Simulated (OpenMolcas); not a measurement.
**S4+: from CASSCF to CASPT2**

```json
{
  "Program": "OpenMolcas",
  "Basis": "ANO-RCC-VTZP [5s4p2d1f]",
  "Scalar Hamiltonian": "DKH2, point nucleus",
  "Active space": "2 electrons in 8 orbitals (3s 3p 4s 4p)",
  "State averaging": "2S+1 = 3 even, 3 roots; 2S+1 = 1 even, 7 roots; 2S+1 = 3 odd, 3 roots; 2S+1 = 1 odd, 3 roots",
  "Spin-orbit coupling": "RASSI with atomic mean-field integrals over the reference wave functions, term energies averaged over their components"
}
```

Methods on the same reference wave functions:
A. CASSCF
B. SS-CASPT2, IPEA 0.25 Eh, imaginary shift 0.1 Eh (closed shells correlated: 2s 2p)
C. MS-CASPT2, IPEA 0.25 Eh, imaginary shift 0.1 Eh (closed shells correlated: 2s 2p)

Energies in eV above 3s2 1S0, the measured ground level; measured values from NIST levels in Podobedova, Kelleher and Wiese, J. Phys. Chem. Ref. Data 38, 171 (2009); Martin, Zalubas and Musgrove, J. Phys. Chem. Ref. Data 19, 821 (1990).

| Level | A | B | C | Measured |
| --- | --- | --- | --- | --- |
| 3s2 1S0 | 0.0000 | 0.0000 | 0.0000 | 0.0000 |
| 3s 3p 3P* 0 | 10.3005 | 10.222 | 10.226 | 10.2937 |
| 3s 3p 3P* 1 | 10.3415 | 10.263 | 10.267 | 10.3395 |
| 3s 3p 3P* 2 | 10.4248 | 10.346 | 10.350 | 10.4339 |
| 3s 3p 1P* 1 | 17.4736 | 16.188 | 16.193 | 15.7647 |
| 3p2 3P0 | 24.9860 | 24.856 | 24.860 | 24.7928 |
| 3p2 3P1 | 25.0285 | 24.899 | 24.903 | 24.8428 |
| 3p2 3P2 | 25.1079 | 24.950 | 24.955 | 24.9389 |
| 3p2 1D2 | 26.9744 | 25.089 | 25.094 | 24.0206 |
| 3p2 1S0 | 30.9934 | 29.566 | 29.575 | 29.1797 |

Deviations, from unrounded energies. A percentage is the sum of absolute deviations over the sum of measured energies, with the sign that they share, or ± where signs differ.

```
           Against measurement  Levels     A     B     C
mean absolute deviation (cm-1)       9  6300  2000  2000
      other configurations (%)       9  ±4.0  ±1.3  ±1.3
```

B, C lie about equally close to measurement and A furthest from it. The largest miss of B in the table is 3p2 1D2, by +8600 cm-1. The ranking rests on the paired levels alone, and a cruder setting can come out closer through cancelling errors.

Between B and C the level of the table that moves most is 3p2 1S0, by 71 cm-1 (lowest in B, highest in C).

The lowest spin-free term lies below A's lowest term by 0.020 hartree in B, 0.020 hartree in C.

Over all roots computed the reference weight is 0.91 to 1.00 in B, 0.91 to 1.00 in C; the roots of lowest weight are the least certain, and an intruder state may touch them. Active for correlation alone: 4p 4s; no level in the range computed is led by a configuration that fills them, so any true level of that kind is missing. The ¹D term of p² mixes with s d, which this space lacks. Some levels mix across a computed gap that differs much from the measured one, so their mixing is not that of the real levels (holds for B; C). Computed and measured levels are paired by configuration, term and J; levels that our copy of the source lacks, or whose pairing is in doubt (as where it misses far off the trend of its configuration), stay unpaired and out of the deviations. Levels of configurations outside the active space are missing.

* marks odd parity.
